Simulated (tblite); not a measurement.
Torsional barriers computed with GFN2-xTB (tblite), climbing-image nudged elastic band, gas phase; electronic energies of the top image counted from the start geometry. The bands met a force threshold of 0.05 eV/Å; their tops weren't refined or checked by frequencies and can lie a kcal/mol or more above the method's true saddle points. Atom numbers follow the mapped SMILES.

Question: Rank the forward barriers of these bands, lowest first.
A. `[CH3:1][O:2][c:3]1[cH:4][cH:5][n+:6]([O-:7])[cH:8][cH:9]1`: C9–C3–O2–C1 from 0° to 180°
B. `[O:1]=[CH:2][NH:3][C:4]1=[CH:5][C@H:6]([CH:7]=[O:8])[CH2:9]1`: C9–C4–N3–C2 from 0° to 180°
C. `[NH2:1][C:2](=[O:3])[C@@H:4]1[CH:5]=[CH:6][C:7](=[O:8])[CH2:9]1`: N1–C2–C4–C5 from -72° to 63°
D. `[CH3:1][O:2][C@@H:3]1[CH2:4][O:5][CH:6]=[C:7]1[C:8]#[N:9]`: C7–C3–O2–C1 from 79° to 163°
E. `[CH3:1][CH2:2][C:3]1([F:4])[CH2:5][CH2:6]1`: C1–C2–C3–C6 from 150° to -76°
F. `[CH2:1]=[C:2]([CH3:3])[CH2:4][CH2:5][F:6]`: C2–C4–C5–F6 from -71° to 67°

Answer: C (1.5 kcal/mol), D (2.1 kcal/mol), E (2.8 kcal/mol), F (3.9 kcal/mol), A (5.1 kcal/mol), B (6.8 kcal/mol).

```csv
SMILES,ends of the turned bond,barrier (kcal/mol),end above start (kcal/mol),dihedral at top (°),bond at start (Å),bond at top (Å),Eyring rate at 298 K (s⁻¹)
NC(=O)[C@@H]1C=CC(=O)C1,amide carbonyl carbon / sp3 carbon next to a carbonyl,1.5,-0.7,-23,1.537,1.541,5 × 10^11
CO[C@@H]1COC=C1C#N,sp3 carbon bound to oxygen / ether oxygen,2.1,1.6,135,1.408,1.411,2 × 10^11
CCC1(F)CC1,chain CH2 carbon / sp3 C–F carbon,2.8,0.0,-143,1.509,1.521,5 × 10^10
C=C(C)CCF,allylic carbon / sp3 C–F carbon,3.9,0.5,-1,1.528,1.543,9 × 10^9
COc1cc[n+]([O-])cc1,aromatic carbon bearing oxygen / aryl ether oxygen,5.1,0.0,96,1.354,1.374,1 × 10^9
O=CNC1=C[C@H](C=O)C1,vinylic carbon bearing nitrogen / amide nitrogen,6.8,0.9,89,1.380,1.406,6 × 10^7
```

Rates take the electronic barrier for the free energy of activation. GFN2-xTB barriers can miss by several kcal/mol, and conformer orders can be wrong, so the ranking may change at better levels.
